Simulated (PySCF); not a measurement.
HBrCdO, SMILES [OH][Cd][Br], singlet, PBE0/def2-SVP optimised geometry.

```
4

Cd     0.04     0.38     0.00
Br    -2.36     0.52     0.00
O      2.01     0.38     0.00
H      2.36    -0.52     0.00
```

Density from PBE0/def2-TZVP, def2 effective core potentials past Kr (PySCF) at that geometry. The core electrons that the potentials of Cd replace are not part of the density.

Minimum of the electron density along straight lines between bonded atoms, close to the bond critical point (lines longer than 1.1 times the sum of covalent radii, or with two minima, are not listed):

```tsv
bond	length / Å	ρ at the minimum / e bohr⁻³	∇²ρ there / e bohr⁻⁵	position (fraction from the first atom)
Cd1–Br2	2.402	0.082	0.18	0.48
Cd1–O3	1.965	0.119	0.56	0.52
O3–H4	0.964	0.357	-2.35	0.80
```
